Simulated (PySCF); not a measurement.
**CuN and its ions**

CAM-B3LYP; basis Cu def2-TZVPPD, N def2-TZVPPD; no relativity; PySCF 2.14. Neutral (UKS): triplet (π ↑↑), Re = 1.805 Å, ωe = 571 cm⁻¹, De = 1.77 eV, HOMO -7.65 eV, LUMO -1.80 eV.

CuN⁻ (UKS): quartet (σ ↑, π ↑↑), Re = 1.842 Å, ωe = 506 cm⁻¹. The energies at the minima are -1695.24046 hartree for CuN and -1695.27410 for CuN⁻.

(1) Work out the adiabatic electron affinity, without and with harmonic zero-point energies (1 hartree = 27.2114 eV, 1 eV = 8065.5 cm⁻¹), and the change of the bond length.

With d or f electrons several states lie close, and the lowest PBE0 determinant need not be the measured ground state.

Answers

(1) At CAM-B3LYP: 0.03364 hartree = 0.915 eV between the minima; the zero-point term (571.0 − 506.0)/2 cm⁻¹ = +0.004 eV makes it 0.919 eV. Re changes by +3.7 pm against the neutral. The electron enters a σ orbital; in so polar a molecule the change of length follows mostly from the change of the ionic charges.
